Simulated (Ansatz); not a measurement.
CH4O2SeSi (`O[Si]1([SeH])CO1`), 9 atoms. Total charge 0; spin multiplicity 1. Correlated methods include outer-core shells of Se, which these sets cover unevenly. Scalar relativity is left out up to krypton. All runs use 4 threads of an Intel Xeon 6975P-C on a shared host. Correlated methods freeze the cores.

Task: How many basis functions does each run have, and how long does it take in Ansatz? RHF-MP2/def2-QZVPP energy; RKS ωB97M-V/def2-SVP energy; RKS PBE-D4/def2-TZVPP energy and forces; RKS HSE06 (plane-wave form)-D4/def2-TZVPP energy; RKS PBE0-D4/def2-TZVP relaxation (11 steps); RKS SPW92 (LDA)/def2-TZVPP energy; RHF-CCSD(T)/def2-SVP energy; RKS ωB97M-V/def2-QZVPP energy; RKS PBE0-D4/def2-SVP energy; RKS CAM-B3LYP-D4/def2-TZVPP energy; direct RPA on PBE orbitals/def2-TZVPP energy; RKS PBE0-D4/def2-TZVP frequencies. (Estimate.)

Result: Computed: Other jobs shared the machine, so times are rough.

| level | job | functions | wall time | peak host memory (GiB) |
| --- | --- | --- | --- | --- |
| RKS PBE0-D4/def2-SVP | energy | 112 | 0.7 s | 0.26 |
| RKS SPW92 (LDA)/def2-TZVPP | energy | 239 | 0.75 s | 0.34 |
| RKS PBE-D4/def2-TZVPP | energy and forces | 239 | 1.4 s | 0.35 |
| RKS HSE06 (plane-wave form)-D4/def2-TZVPP | energy | 239 | 2 s | 0.74 |
| RKS CAM-B3LYP-D4/def2-TZVPP | energy | 239 | 2.1 s | 0.78 |
| RKS ωB97M-V/def2-SVP | energy | 112 | 2.4 s | 0.38 |
| direct RPA on PBE orbitals/def2-TZVPP | energy | 239 | 2.9 s | 0.64 |
| RHF-CCSD(T)/def2-SVP | energy | 112 | 3.8 s | 0.56 |
| RKS ωB97M-V/def2-QZVPP | energy | 450 | 10 s | 2.2 |
| RHF-MP2/def2-QZVPP | energy | 450 | 13 s | 2.6 |
| RKS PBE0-D4/def2-TZVP | relaxation (11 steps) | 202 | 23 s | 0.62 |
| RKS PBE0-D4/def2-TZVP | frequencies | 202 | 79 s | 0.63 |
